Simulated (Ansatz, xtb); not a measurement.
**Relative energy of two isomers of C4H2BrFSe**

Structure X: `Fc1c[se]cc1Br`, a singlet. Structure Y: `Fc1ccc(Br)[se]1`, a singlet. Both are isolated molecules in the gas phase, relaxed with PBE0-D3(BJ)/def2-SVP.

Quicker runs give these differences E(Y) − E(X): GFN2-xTB +9.1 kJ/mol; HF/STO-3G +2.2 kJ/mol (at GFN2-xTB geometries); r2SCAN-D4/def2-SVP +19.1 kJ/mol (at GFN2-xTB geometries).

**Question.** Estimate E(Y) − E(X) at the level CCSD(T)/def2-SVP + ΔMP2/def2-TZVPP.

**Answer.** Calculated at CCSD(T)/def2-SVP + ΔMP2/def2-TZVPP: E(Y) − E(X) = +20.2 kJ/mol, so structure X lies lower.

The same difference at several levels:

| level | geometry | E(Y) − E(X) (kJ/mol) | departure from the last row (kJ/mol) | job, with rough time for the two |
| --- | --- | --- | --- | --- |
| GFN2-xTB | GFN2-xTB | +9.1 | −11.1 | optimisation, 0.48 s |
| HF/STO-3G | GFN2-xTB | +2.2 | −18.0 | single point, 3.7 s |
| r2SCAN-D4/def2-SVP | GFN2-xTB | +19.1 | −1.2 | single point, 15 s |
| PBE0-D3(BJ)/def2-SVP | PBE0-D3(BJ)/def2-SVP | +18.8 | −1.4 | optimisation, 2.4 min |
| HF/def2-SVP | PBE0-D3(BJ)/def2-SVP | +22.2 | +1.9 | part of the CCSD(T) run |
| MP2/def2-SVP | PBE0-D3(BJ)/def2-SVP | +20.3 | +0.1 | part of the CCSD(T) run |
| CCSD(T)/def2-SVP | PBE0-D3(BJ)/def2-SVP | +18.9 | −1.3 | single point |
| CCSD(T)/def2-SVP + ΔMP2/def2-TZVPP | PBE0-D3(BJ)/def2-SVP | +20.2 |  | single point, 5.5 min |

As drawn, both hold the same kinds of bond in the same numbers.

None of the levels shown reverses the order. The largest departure from CCSD(T)/def2-SVP + ΔMP2/def2-TZVPP is that of HF/STO-3G, 18.0 kJ/mol. The last row adds to CCSD(T) the change of the MP2 difference between the two basis sets, here +1.3 kJ/mol.

With thermal terms from frequencies at re-optimised GFN2-xTB minima (ideal gas, soft modes damped towards free rotors, one conformer each, 298.15 K, 1 atm): on the last row, ΔE + ΔZPE = +21.0, ΔH = +21.3, ΔG = +20.8 kJ/mol.

The correlated steps freeze 23 core orbitals; the filled d shell of Br and Se is correlated, in a basis made for valence electrons. Programs: Ansatz 0.2.0, xtb 6.7.1; the last row on 2 threads of Intel(R) Xeon(R) Processor @ 2.50GHz (Skylake/Cascade Lake) on a shared host.
